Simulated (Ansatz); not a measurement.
# Dissociation curves of SbH2Cl (SMILES [Cl][SbH2])

SbH2Cl has 4 atoms, charge 0, and is taken as a singlet. As SMILES, `[Cl][SbH2]`. Geometry: relaxed at PBE0-D4/def2-TZVP.

```xyz
4

Cl   -1.7845    0.2887   -0.6315
Sb    0.5021   -0.2753   -0.5776
H     0.3797   -1.1837    0.8689
H     0.9583    1.1100    0.3199
```

The Sb2–H3 distance is scanned; the parts on either side stay rigid. Basis STO-3G, 23 core orbitals frozen in the correlated methods; program Ansatz 0.2.0. FCI is exact within this basis and core. Energies in eV from each method's value at 1.712 Å; methods without a U are spin-restricted. The shape above is that at 1.712 Å.

```csv
distance (Å),SVWN5,PBE,BHLYP,r2SCAN0,CCSD(T)
1.712,0.00,0.00,0.00,0.00,0.00
2.141,1.13,1.06,1.40,1.31,1.10
2.569,2.80,2.68,3.41,3.22,2.51
3.425,5.09,4.87,6.29,5.87,3.52
4.281,5.87,5.63,7.40,6.82,3.59
```

(1) Estimate the FCI curve, and say how far off each method is.

## Answers

(1) 
```
distance (Å)   FCI
       1.712  0.00
       2.141  1.10
       2.569  2.51
       3.425  3.54
       4.281  3.62
```

Departure from the FCI curve at its largest: SVWN5 +2.25 eV at 4.28 Å; PBE +2.01 eV at 4.28 Å; BHLYP +3.78 eV at 4.28 Å; r2SCAN0 +3.20 eV at 4.28 Å; CCSD(T) -0.03 eV at 4.28 Å. Restricted functionals keep the electrons paired too, and rise too high.
